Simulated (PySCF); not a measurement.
**Rb²⁵⁺ (rubidium, charge +25): Hartree-Fock from Schrödinger to Dirac-Coulomb**

Occupied: 1s1/2, 2s1/2, 2p1/2, 2p3/2, 3s1/2. Hartree-Fock calculated with PySCF 2.14 in an even-tempered Gaussian basis (21 s from 1.5 bohr⁻², ratio 2.3; 15 p from 1.8 bohr⁻², ratio 2.3), Gaussian nucleus throughout. NR is non-relativistic, sf-X2C the spin-free one-electron X2C Hamiltonian, X2C adds the bare one-electron spin-orbit term, X2C-SNSO screens it by Boettger's factors, DC is four-component Dirac-Coulomb, and the Gaunt term is added at first order (total energies over the DC spinors, levels after relaxing the spinors in that mean field). QED terms are absent. Levels marked empty are virtual spinors of this ion; the basis has s and p functions only, so 3d, which can lie below the n = 4 levels, is absent.

| Hamiltonian | E (hartree) | E − E(DC) (hartree) | CPU seconds |
| --- | --- | --- | --- |
| NR | -2520.6176 | 40.3907 | 0.59 |
| sf-X2C | -2560.3042 | 0.7041 | 0.33 |
| X2C | -2560.5070 | 0.5012 | 0.4 |
| X2C-SNSO | -2560.4853 | 0.5229 | 0.42 |
| DC | -2561.0083 | 0.0000 | 37 |
| DC+Gaunt | -2559.4626 | 1.5457 | 51 |

```tsv
level (eV)	NR	sf-X2C	X2C	X2C-SNSO	DC	DC+Gaunt
1s1/2	-16202.7	-16490.3	-16489.9	-16490.0	-16499.7	-16474.6
2s1/2	-3175.1	-3248.0	-3247.9	-3247.9	-3248.9	-3246.7
2p1/2	-2989.9	-3010.6	-3056.4	-3053.8	-3054.1	-3050.1
2p3/2	-2989.9	-3010.6	-2988.9	-2990.1	-2990.8	-2988.0
3s1/2	-1217.5	-1238.0	-1237.9	-1237.9	-1238.2	-1237.6
3p1/2 (empty)	-1116.2	-1123.7	-1133.9	-1133.4	-1133.4	-1132.5
3p3/2 (empty)	-1116.2	-1123.7	-1118.8	-1119.0	-1119.2	-1118.6
4s1/2 (empty)	-617.75	-625.70	-625.70	-625.70	-625.78	-625.58
```

```tsv
interval (eV)	sf-X2C	X2C	X2C-SNSO	DC	DC+Gaunt
2p3/2 − 2p1/2	-2.309e-10	67.47	63.74	63.31	62.18
3p3/2 − 3p1/2	-2.546e-10	15.14	14.30	14.23	13.95
```

Weight of the small component: 1s1/2 0.0181, 2s1/2 0.00377, 2p1/2 0.00370, 2p3/2 0.00361, 3s1/2 0.00131, 3p1/2 0.00126, 3p3/2 0.00124, 4s1/2 0.000635.

Koopmans' value for the highest occupied level at DC+Gaunt: 1237.6 eV, against an ionisation energy of 1242.5 ± 1.7 eV (semi-empirical (NIST evaluation); NIST Atomic Spectra Database, ionization energies); the former lacks relaxation, correlation, QED and recoil.

The whole ladder took 98 s of wall time on 1 thread of Intel(R) Xeon(R) Platinum 8259CL CPU @ 2.50GHz (shared host), launched as `OMP_NUM_THREADS=1 python relrun2.py TASK.json OUT` (a driver that calls PySCF for each Hamiltonian).

Dirac-Coulomb iterations, started from the X2C spinors:

```
with_ssss True, with_gaunt False, with_breit False
light speed = 137.03599967994
init E= -2557.41666432825
cycle= 1 E= -2561.0081635447  delta_E= -3.59  |g|= 0.429  |ddm|= 0.0437
cycle= 2 E= -2561.0082550091  delta_E= -9.15e-05  |g|= 0.00716  |ddm|= 0.00497
cycle= 3 E= -2561.00825529437  delta_E= -2.85e-07  |g|= 0.000428  |ddm|= 0.000415
cycle= 4 E= -2561.00825529544  delta_E= -1.06e-09  |g|= 1.84e-06  |ddm|= 2.04e-05
```
